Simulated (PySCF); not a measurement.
I: ionisation energy

I [Kr] 4d10 5s2 5p5 (2P) → I⁺ [Kr] 4d10 5s2 5p4 (3P), as a difference of total energies. All numbers are calculated (PySCF 2.14, a scalar-relativistic core potential, in cc-pVTZ-PP with ECP28MDF (5s4p3d1f, 39 functions)). Correlated levels: valence: 4s2 4p6 4d10 frozen. The calculations carry no spin-orbit coupling.

```json
{"method": "UHF", "ionisation energy (eV)": "9.574"}
{"method": "M06-L", "ionisation energy (eV)": "10.359"}
{"method": "PBE", "ionisation energy (eV)": "10.514"}
{"method": "MP2 (valence)", "ionisation energy (eV)": "10.277"}
{"method": "SCS-MP2 (valence)", "ionisation energy (eV)": "10.277"}
{"method": "CCSD (valence)", "ionisation energy (eV)": "10.297"}
{"method": "CCSD(T) (valence)", "ionisation energy (eV)": "10.327"}
```

Q: How much does correlation contribute at CCSD(T) (valence)?

A: 10.327 − (9.574) = 0.753 eV, measured against UHF.

Errors of the correlated levels include the incompleteness of this basis and the frozen core.

For comparison: 10.519 eV (measured; NIST levels, between the centres of gravity of the two terms).
